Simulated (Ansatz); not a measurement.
`FCS[SiH3]` + H₂ → `CS[SiH3]` + H–F at 700 K and 1 bar (hydrogenolysis of a C–F bond).

Computed with Ansatz on PBE0-D4/def2-TZVP structures; ΔE is electronic, products minus reactants. CCSD(T)/CBS is the MP2 limit (def2-TZVPP, def2-QZVPP) plus CCSD(T) − MP2 in def2-TZVPP, frozen cores. This one scheme is used for every species. Each species was taken in one conformer, which may not be the lowest.

```csv
species,CCSD(T)/CBS energy (Eh),H − E (kJ/mol),S (J/(mol·K))
`FCS[SiH3]`,-827.70796,217.3,431.6
H₂,-1.17544,46.8,155.3
`CS[SiH3]`,-728.52947,230.7,406.0
H–F,-100.39570,45.2,198.5
```

H − E and S are ideal-gas, rigid-rotor, harmonic terms from PBE0-D4/def2-TZVP, for one conformer and one mirror image of each species. The MP2-based limit puts H₂ 0.8 mEh under its directly extrapolated value; such offsets cancel only in part. 1 Eh = 2625.50 kJ/mol, R = 8.31446 J/(mol·K).

Q: By hand: ΔE, ΔH, ΔS and ΔG.

A: ΔE = (-728.52947) + (-100.39570) − (-827.70796) − (-1.17544) = -0.04177 Eh = -109.7 kJ/mol. Δ(H − E) = 230.7 + 45.2 − 217.3 − 46.8 = 11.8, so ΔH = -97.9 kJ/mol. ΔS = 406.0 + 198.5 − 431.6 − 155.3 = 17.6 J/(mol·K). ΔG = -97.9 − 700 × (17.6)/1000 = -110.2 kJ/mol.

Q: By hand: the equilibrium constant, and the temperature at which ΔG would vanish if ΔH and ΔS stayed fixed.

A: log₁₀ K = −ΔG/(RT ln 10) = 8.2. ΔH and −TΔS have one sign here, so there is no such temperature.

ΔH outweighs TΔS. A doubt of 5 kJ/mol in ΔE shifts log₁₀ K by 0.4 here. Other conformers and mirror images would add mixing entropy, several J/(mol·K) or more a flexible species. These are equilibria of isolated gas molecules and say nothing of rates. Largest T1 diagnostic: 0.012 (customary marks: 0.02 for closed shells, 0.045 for open ones).
